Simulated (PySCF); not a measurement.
Ligands exchanged one at a time, Ge Cl-SH. All species are isolated molecules in the gas phase. One relaxed conformer stands for each flexible species; it need not be the lowest. Strings in code marks are SMILES.

The numbers are results of PySCF with ωB97X-D3(BJ)/def2-TZVP // PBE0-D3(BJ)/def2-TZVP, not measurements. All candidates: neutral, multiplicity 1. Excitations are Tamm–Dancoff values on a coarser integration grid. The basis has no diffuse functions, so Rydberg states are missing or too high.

```
Property                 Value
-------------------  ---------
HOMO                 -10.59 eV
S1 excitation (TDA)    5.54 eV
T1 excitation (TDA)    5.09 eV
```

Question: Name which member has these values.
A) `[SH][Ge]([SH])([SH])[Cl]`
B) `[SH][Ge]([Cl])([Cl])[Cl]`
C) `[SH][Ge]([SH])([SH])[SH]`
D) `[SH][Ge]([SH])([Cl])[Cl]` (H–S–Ge–Cl torsion -83°, Cl–Ge–S–H torsion -178°)

Answer: D, `[SH][Ge]([SH])([Cl])[Cl]` (H–S–Ge–Cl torsion -83°, Cl–Ge–S–H torsion -178°). The others give `[SH][Ge]([SH])([SH])[Cl]`: -10.20 eV, 5.42 eV, 4.97 eV; `[SH][Ge]([Cl])([Cl])[Cl]`: -10.82 eV, 5.49 eV, 5.04 eV; `[SH][Ge]([SH])([SH])[SH]`: -9.85 eV, 5.23 eV, 4.87 eV
